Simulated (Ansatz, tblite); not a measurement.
Sn oxide hydroxide: vertical triplet (eV) at several levels, gas phase, relaxed structures; Ansatz, xTB through tblite. Clusters are the lowest isomers that short searches found in that spin, judged at the geometry's level. Core potentials for Sn in the def2 sets, no spin–orbit coupling. xTB has no spin-polarisation term. The structures are stationary points that may keep the symmetry of their start.

| species | state | geometry | GFN1-xTB | GFN2-xTB | PBE-D4/def2-TZVP | r2SCAN-D4/def2-TZVP | PBE0-D4/def2-TZVP |
| --- | --- | --- | --- | --- | --- | --- | --- |
| SnO3H2 (with an O–O bond) | singlet | PBE-D4/def2-SVP | 5.96 | 5.28 | 3.17 | 3.23 | 3.41 |
| SnO4H4 (with an O–O bond) | singlet | B3LYP-D4/def2-SVP | 4.23 | 3.94 | 3.56 | 3.94 | 4.16 |
| Sn2O6H4 (with 2 O–O bonds) | singlet | r2SCAN-D4/def2-SVP | 5.92 | 5.23 | 3.36 | 3.49 | 3.79 |

Over the 3 species that have every level, the mean is 5.37 at GFN1-xTB, 4.82 at GFN2-xTB, 3.36 at PBE-D4/def2-TZVP, 3.55 at r2SCAN-D4/def2-TZVP, 3.79 at PBE0-D4/def2-TZVP.
